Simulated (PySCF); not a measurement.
C₄H₃Cl₂F, SMILES C#C[C@H](F)C(Cl)Cl.

Geometry: B3LYP-D3(BJ)/def2-SVP. The structure was generated by enumeration; whether it is a known compound was not checked. The values are those of a single conformer.

All values below come from B3LYP-D3(BJ)/def2-SVP (PySCF 2.14.0).

Frequencies are harmonic and unscaled.

Question: Give all harmonic wavenumbers and intensities. (An estimate is asked for; the answer gives what the named calculation found.)

Answer: 
```tsv
mode	ν (cm⁻¹)	IR (km/mol)	Raman (Å⁴/amu)	depolarisation	moving atoms (share of kinetic energy)
1	72	1.4	3.6	0.75	Cl 45 %, C 32 %, F 17 %
2	121	1.7	5.8	0.72	C 57 %, Cl 23 %, H 12 %
3	176	0.8	2.1	0.75	Cl 48 %, F 38 %, C 11 %
4	240	6.4	5.5	0.75	C 55 %, F 27 %, H 11 %
5	257	0.6	5.0	0.66	Cl 67 %, C 22 %
6	336	2.3	6.0	0.72	C 68 %, Cl 23 %
7	378	1.8	4.6	0.36	Cl 46 %, F 35 %, C 18 %
8	570	11.4	5.1	0.19	C 60 %, F 31 %
9	646	55.9	5.8	0.55	C 71 %, Cl 19 %, H 8 %
10	702	12.6	4.0	0.05	C 52 %, H 44 %
11	711	37.1	4.6	0.32	C 53 %, H 43 %
12	746	21.7	1.9	0.75	H 74 %, C 26 %
13	797	97.5	3.7	0.62	C 75 %, Cl 11 %, H 9 %
14	914	7.5	3.6	0.64	C 79 %, H 18 %
15	1080	95.1	5.9	0.43	C 55 %, F 25 %, H 20 %
16	1099	39.9	2.7	0.64	C 66 %, H 27 %
17	1216	7.8	6.1	0.75	H 89 %, C 9 %
18	1260	8.6	8.0	0.66	H 72 %, C 28 %
19	1326	9.8	7.1	0.67	H 79 %, C 20 %
20	1366	38.0	4.0	0.43	H 66 %, C 33 %
21	2244	14.5	118.8	0.25	C 90 %, H 10 %
22	3045	9.5	114.6	0.22	H 92 %
23	3145	2.4	110.7	0.22	H 92 %, C 8 %
24	3469	62.9	35.4	0.24	H 85 %, C 15 %
```
